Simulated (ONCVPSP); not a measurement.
LDA (Perdew-Wang 92) ONCV dataset for B (Z = 5), scalar-relativistic all-electron reference.

boron (B), optimised norm-conserving Vanderbilt (ONCV), made with ONCVPSP 4.0.1 (LDA (Perdew-Wang 92), scalar-relativistic). Core [He], reference 2s2 2p1. Waves: 2s: rc 1.65 bohr, ncon 4, nbas 9, qcut 4.5 1/bohr, 2 projectors, debl 1.1 Ha; 2p: rc 1.90 bohr, ncon 3, nbas 7, qcut 4.6 1/bohr, 3 projectors, debl 3.4 Ha. Local part: polynomial inside 1.05 bohr (lpopt 3, dvloc0 0 Ha). Core correction: Teter function, fcfact 1.75, rcfact 1.7.

All-electron outer shells of the reference configuration (LDA (PZ), scalar-relativistic, ld1.x):

```csv
shell,level (eV),outermost node (bohr),outermost maximum (bohr)
1s,-178.66,–,0.21
2s,-9.39,0.46,1.52
2p,-3.72,–,1.55
```

What the tests gave:

```json
{
 "Cutoffs needed": "9.3 Ha and 26 Ha (the cutoffs (Ha) at which the residual kinetic energy of the hardest occupied pseudo-wave falls to 1 and 0.1 mHa per electron) The cutoffs count occupied waves only; projector 2 of the p channel, the hardest unoccupied one, needs 52 Ha at the loose tolerance.",
 "Ghost test": "no bound ghost flagged; no localised positive-energy state flagged",
 "Largest excitation error": "+87 meV (all-electron minus pseudo) for 2s1 2p0, out of 4 test configurations",
 "rms error of d²Exc/dni dnj": "3.00 mHa without and 1.08 mHa with the model core"
}
```

Generation and tests took about 1.9 s on one core of a shared server CPU.
